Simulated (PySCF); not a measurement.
Si(H)(F)(Et)(OH) (C2H7FOSi), SMILES CC[SiH](O)F. Atoms are numbered in the order given.

```xyz
12

Si    -0.4438     0.3701     0.2407
O     -1.2018    -1.0251     0.7643
F     -1.4060     1.1618    -0.8315
C      1.1817     0.0194    -0.6305
C      2.1839    -0.7658     0.2285
H     -0.3107     1.2192     1.4627
H     -1.3038    -1.7223     0.0932
H      0.9509    -0.5272    -1.5725
H      1.6103     0.9931    -0.9555
H      2.4562    -0.2084     1.1487
H      3.1249    -0.9754    -0.3197
H      1.7606    -1.7378     0.5549
```
Charge 0, spin multiplicity 1.

The structure is a stationary point at PBE-D3(BJ)/def2-SVP. One conformer was computed; it need not be the lowest.

Level of theory: PBE/pcSseg-1 (PySCF).

GIAO shieldings, no solvent; atoms listed in one row are averaged. δ = σ(ref) − σ: ²⁹Si against TMS (σ = 335.4 ppm); ¹⁷O against H2O (σ = 334.3 ppm); ¹⁹F against CFCl3 (σ = 133.6 ppm); ¹³C against TMS (σ = 182.0 ppm); ¹H against TMS (σ = 31.49 ppm), references at their B3LYP-D3(BJ)/def2-TZVP geometries, non-relativistic.

```tsv
nucleus	atoms	count	δ (ppm)
²⁹Si	Si1	1	3.4
¹⁷O	O2	1	73.0
¹⁹F	F3	1	-168.0
¹³C	C4	1	16.4
¹³C	C5	1	11.3
¹H	H6	1	5.36
¹H	H7	1	2.07
¹H	H10, H11, H12	3	1.51
¹H	H9	1	1.23
¹H	H8	1	1.07
```
